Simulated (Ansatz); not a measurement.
Ligand exchange: CH3Br + Sn(CH3)(SH) → CH4S + Sn(CH3)Br

Gas-phase species: CH3Br (bromomethane) `CBr`, singlet; Sn(CH3)(SH), singlet; CH4S (methanethiol) `CS`, singlet; Sn(CH3)Br, singlet. The partners trade Br for SH: C–Br and Sn–SH bonds give way to C–SH and Sn–Br.

Shapes, held fixed at every level: PBE0-D4/def2-TZVP. Flexible molecules stand in one conformer, not always the lowest. Programs: Ansatz 0.2.0. The zero-point and thermal change to 298 K, harmonic and unscaled (PBE0-D4/def2-TZVP), is +0.9 kJ/mol.

```csv
level,kind,ΔH(298 K) (kJ/mol),less CCSD(T)/def2-TZVPP
HF/def2-SVP,Hartree–Fock,-59.3,-17.4
PBE-D4/def2-TZVPP,GGA,-42.4,-0.5
BHLYP-D4/def2-TZVPP,global hybrid,-52.7,-10.8
r2SCAN0-D4/def2-TZVPP,global hybrid,-49.5,-7.6
wB97M-V/def2-TZVPP,range-separated hybrid,-49.0,-7.1
B2PLYP/def2-TZVPP,double hybrid,-46.5,-4.6
CCSD(T)/def2-TZVPP,coupled cluster or CI,-41.9,0.0
```

The highest level, CCSD(T)/def2-TZVPP, gives ΔH(298 K) = -41.9 kJ/mol; the levels span -59.3 to -41.9. The column of differences is taken from that level and isn't an error. No measured value is set beside it here. For atoms past krypton def2 sets carry core potentials with scalar relativity. Relativity is left out for Br. Outer-core shells of Br, Sn are correlated, in sets that cover them unevenly.
